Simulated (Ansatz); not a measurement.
`[CH3][GeH2][CH3]` → CH₄ + `[CH3][GeH]` at 700 K and 1 bar (germylene formation by 1,1-elimination).

Calculated with Ansatz (gas phase, PBE0-D4/def2-TZVP geometries, no zero-point term in ΔE). CCSD(T)/CBS is the MP2 limit (def2-TZVPP, def2-QZVPP) plus CCSD(T) − MP2 in def2-TZVPP, frozen cores. This one scheme is used for every species. For Ge outer-core shells are correlated without core-valence functions, which leaves a few kJ/mol of doubt a bond. Scalar relativity is left out up to krypton.

```
           species  CCSD(T)/CBS energy (Eh)  H − E (kJ/mol)  S (J/(mol·K))
`[CH3][GeH2][CH3]`              -2157.04003           304.2          421.7
               CH₄                -40.46206           145.9          224.0
      `[CH3][GeH]`              -2116.52215           151.1          334.8
```

H − E and S are ideal-gas, rigid-rotor, harmonic terms from PBE0-D4/def2-TZVP. 1 Eh = 2625.50 kJ/mol, R = 8.31446 J/(mol·K).

Q: By hand: ΔE, ΔH, ΔS and ΔG.

A: ΔE = (-40.46206) + (-2116.52215) − (-2157.04003) = 0.05582 Eh = 146.6 kJ/mol. Δ(H − E) = 145.9 + 151.1 − 304.2 = -7.2, so ΔH = 139.4 kJ/mol. ΔS = 224.0 + 334.8 − 421.7 = 137.1 J/(mol·K). ΔG = 139.4 − 700 × (137.1)/1000 = 43.4 kJ/mol.

Q: By hand: the equilibrium constant, and the temperature at which ΔG would vanish if ΔH and ΔS stayed fixed.

A: log₁₀ K = −ΔG/(RT ln 10) = -3.2. ΔG = 0 at ΔH/ΔS = 1017 K.

The number of gas molecules changes by +1, which sets the sign of ΔS. A doubt of 5 kJ/mol in ΔE shifts log₁₀ K by 0.4 here. These are equilibria of isolated gas molecules and say nothing of rates. Largest T1 diagnostic: 0.011 (customary marks: 0.02 for closed shells, 0.045 for open ones).
